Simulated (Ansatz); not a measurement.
C₃H₁₀BN (`CCBCN`), relaxed with RKS PBE0-D4/def2-TZVP in the Gaussian-basis code of Ansatz from a PBE-D4/def2-SVP geometry. The force threshold is 0.005 eV/Å; the program also tests the step.

The species carries charge 0 and has multiplicity 1.

Start:

```xyz
15

C     1.523   -1.263    0.506
C     1.152    0.156    0.947
B    -0.128    0.838    0.342
C    -1.071    0.130   -0.683
N    -2.375    0.723   -0.929
H     1.709   -1.312   -0.587
H     0.709   -1.985    0.724
H     2.436   -1.639    1.010
H     2.009    0.857    0.813
H     0.990    0.198    2.053
H    -0.347    2.006    0.641
H    -0.360    0.110   -1.575
H    -1.173   -0.953   -0.440
H    -2.293    1.743   -1.011
H    -2.782    0.391   -1.812
```

(1) How much energy does the relaxation release, and in how many steps? (Best estimate.)

(2) Which bonds change most? (Estimate.)

(3) Give the relaxed structure. (Estimate.)

Answers

(1) Ansatz gave: 1.45 kcal/mol, in 10 steps.

(2) The calculation gave: C4–H12 from 1.141 to 1.114 Å; B3–H11 from 1.226 to 1.205 Å; C2–H10 from 1.119 to 1.102 Å; C4–H13 from 1.115 to 1.099 Å.

(3) The calculation gave: 
```xyz
15

C     1.521   -1.246    0.498
C     1.141    0.158    0.948
B    -0.143    0.815    0.356
C    -1.055    0.112   -0.689
N    -2.330    0.751   -0.958
H     1.686   -1.289   -0.582
H     0.734   -1.968    0.732
H     2.437   -1.596    0.981
H     1.973    0.858    0.779
H     1.019    0.192    2.042
H    -0.406    1.941    0.698
H    -0.390    0.020   -1.577
H    -1.220   -0.932   -0.387
H    -2.225    1.755   -1.020
H    -2.744    0.429   -1.823
```
